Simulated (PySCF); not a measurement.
One entry of a table of gas-phase calculations, keyed by method. Lists by class give the value and the number of equivalent atoms.

```json
{
 "formula": "C8H20BO4",
 "smiles": "CCO[B-](OCC)(OCC)OCC",
 "inchi": "InChI=1S/C8H20BO4/c1-5-10-9(11-6-2,12-7-3)13-8-4/h5-8H2,1-4H3/q-1",
 "charge": -1,
 "multiplicity": 1,
 "geometry_level": "PBE0-D3(BJ)/def2-SVP",
 "atoms_angstrom": [
  ["C", 0.413, 2.367, 2.874],
  ["C", -0.332, 1.504, 1.871],
  ["O", 0.562, 0.939, 0.987],
  ["B", 0.006, 0.024, -0.014],
  ["O", -0.645, -1.136, 0.6],
  ["C", 0.158, -1.99, 1.325],
  ["C", -0.683, -3.112, 1.909],
  ["O", -1.001, 0.756, -0.788],
  ["C", -1.688, 0.045, -1.748],
  ["C", -2.707, 0.947, -2.421],
  ["O", 1.105, -0.46, -0.853],
  ["C", 1.879, 0.496, -1.474],
  ["C", 2.951, -0.179, -2.312],
  ["H", 0.968, 3.164, 2.354],
  ["H", -0.273, 2.835, 3.601],
  ["H", 1.149, 1.761, 3.429],
  ["H", -1.091, 2.119, 1.343],
  ["H", -0.911, 0.725, 2.417],
  ["H", 0.966, -2.42, 0.696],
  ["H", 0.679, -1.456, 2.151],
  ["H", -1.192, -3.664, 1.102],
  ["H", -1.464, -2.702, 2.57],
  ["H", -0.072, -3.825, 2.489],
  ["H", -2.202, -0.836, -1.31],
  ["H", -0.999, -0.367, -2.52],
  ["H", -3.413, 1.345, -1.674],
  ["H", -2.205, 1.81, -2.89],
  ["H", -3.281, 0.412, -3.197],
  ["H", 1.265, 1.156, -2.126],
  ["H", 2.358, 1.173, -0.734],
  ["H", 2.488, -0.833, -3.07],
  ["H", 3.593, 0.555, -2.828],
  ["H", 3.588, -0.814, -1.675]
 ],
 "electronic_structure_code": "PySCF",
 "results": {
  "PBE0-D3(BJ)/def2-SVP geometry optimisation, gas phase": {
   "rotational_constants_GHz": [0.629, 0.527, 0.521]
  },
  "PBE/pcSseg-1 ground state and GIAO shieldings, non-relativistic": {
   "homo_eV": -0.97,
   "lumo_eV": 4.12,
   "shift_vs_computed_TMS_C_by_class_ppm": [
    [59.7, 4],
    [22.1, 4]
   ],
   "shift_vs_computed_TMS_H_by_class_ppm": [
    [3.8, 8],
    [0.92, 12]
   ],
   "shielding_other_nuclei_by_class_ppm": [
    ["B", 96.9, 1],
    ["O", 261.7, 4]
   ]
  }
 }
}
```

With B = h/(8π²I), that is 505.379 GHz u Å² over I, the principal moments of inertia are 803.8, 959.3 and 970.1 u Å² (most abundant isotopes). The rotational constants make it an asymmetric top with κ = (2B − A − C)/(A − C) = -0.9, nearer the prolate limit (−1).

 NMR classes are plain means over equivalent atoms (diastereotopic ones count apart unless rotation or inversion swaps them), as if these changed places fast; in this geometry the members of some classes differ. No diffuse functions stand in pcSseg-1, which bears on an anion's orbital energies.

One conformer stands for the species.
